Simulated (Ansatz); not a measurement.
Wavefunction ladder for ClH4N3W (`[NH]=[W](=[NH])([NH2])[Cl]`)

Z-matrix (Å, degrees):
```
W
N 1 1.748
N 1 1.941 2 106.7
N 1 1.748 2 113.4 3 -117.3
Cl 1 2.301 2 108.8 3 121.6
H 2 1.008 1 156.3 3 121.5
H 3 1.008 1 123.2 2 20.0
H 3 1.008 1 123.2 2 -141.7
H 4 1.008 1 156.5 2 -4.2
```

Charge 0, multiplicity 1. Correlated methods include outer-core shells of W, which these sets cover unevenly. W: def2 effective core potential. All single points use the PBE0-D4/def2-TZVP geometry. It is one conformer, not always the lowest. Frozen core, restricted reference, the Gaussian-basis code of Ansatz.

```json
{"basis": "def2-SVP", "HF (Eh)": "?", "MP2 corr.": "?", "CCSD corr.": "-1.01000", "(T)": "-0.04887", "CCSD(T) total": "?"}
{"basis": "def2-TZVPP", "HF (Eh)": "-691.76051", "MP2 corr.": "-1.34688", "CCSD corr.": "-1.30930", "(T)": "-0.07601", "CCSD(T) total": "-693.14582"}
{"basis": "def2-QZVPP", "HF (Eh)": "?", "MP2 corr.": "?", "CCSD corr.": "–", "(T)": "–", "CCSD(T) total": "–"}
```

Fill in the withheld values. (An estimate is asked.)

Ansatz gave: def2-SVP HF (Eh): -691.36672; def2-SVP MP2 corr.: -1.03764; def2-SVP CCSD(T) total: -692.42559; def2-QZVPP HF (Eh): -691.78222; def2-QZVPP MP2 corr.: -1.46915.
